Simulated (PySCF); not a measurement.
CoFCl + H₂O → CoF(OH) + HCl

Level: PBE0 in the def2-TZVP basis family, all electrons, no relativity, computed in PySCF with density fitting; open shells unrestricted.

```csv
species,state and structure,E (Eh),ZPE (kJ/mol),H(298 K) − H(0) (kJ/mol),S° (J/(mol K))
CoFCl,"quartet, C∞v, Co–Cl 2.112 Å, Co–F 1.742 Å; Cl–Co–F 180.0°",-1942.48487,8.0,13.4,283.8
H₂O,"singlet, C2v, O–H 0.960 Å (×2); H–O–H 105.1°",-76.37736,56.5,9.9,188.7
CoF(OH),"quartet, Cs, Co–F 1.750 Å, Co–O 1.755 Å, O–H 0.957 Å; Co–O–H 125.1°, F–Co–O 173.7°",-1558.16763,37.1,14.4,290.6
HCl,"singlet, C∞v, H–Cl 1.279 Å",-460.66440,17.9,8.7,186.6
```

(1) What is the electronic reaction energy?

(2) Add zero-point, thermal and entropy terms for 298.15 K and 1 bar.

Answers

(1) At PBE0/def2-TZVP, ΔE = 79.3 kJ/mol from the differences of the total energies times 2625.5, uphill. 

(2) ΔZPE = -9.5 and Δ[H(298) − H(0)] = -0.2 kJ/mol give ΔH° = 69.6 kJ/mol. ΔS° = 4.7 J/(mol K), so ΔG° = 69.6 − 298.15 × (0.0047) = 68 kJ/mol and log₁₀K = -11.9.

Open d or f shells are single determinants, so the state found may not be the ground state. The structures come from searches over a few start shapes, so lower isomers are not excluded.
